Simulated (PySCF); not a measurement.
**Titanium: a sound run and one with changed settings**

Sound run: Ti⁺ [Ar] 3d2 4s1, Ti²⁺ [Ar] 3d2. Calculation: PySCF 2.14, in def2-SVP; the non-relativistic Hamiltonian (point nucleus). In the sound run the correlated levels freeze [Ar]. The sound run starts from symmetry-adapted Hartree-Fock orbitals and uses a fine grid where one is needed.

Changed run: all electrons correlated in a basis built for the valence shell.

```json
{"species": "Ti⁺", "method": "MP2", "sound run (hartree)": "-848.08971", "changed run (hartree)": "-848.22956", "converged": "yes"}
{"species": "Ti²⁺", "method": "MP2", "sound run (hartree)": "-847.61618", "changed run (hartree)": "-847.74599", "converged": "yes"}
```

Ionisation energy of Ti⁺:

```
 method  sound run (eV)  changed run (eV)
    UHF          12.797            12.797
    MP2          12.885            13.158
SCS-MP2          12.826            13.079
```

A valence basis has no tight correlating functions, so it recovers only part of the core correlation, and not evenly between atom and ion.

For comparison, NIST gives 13.575 eV between the lowest levels.
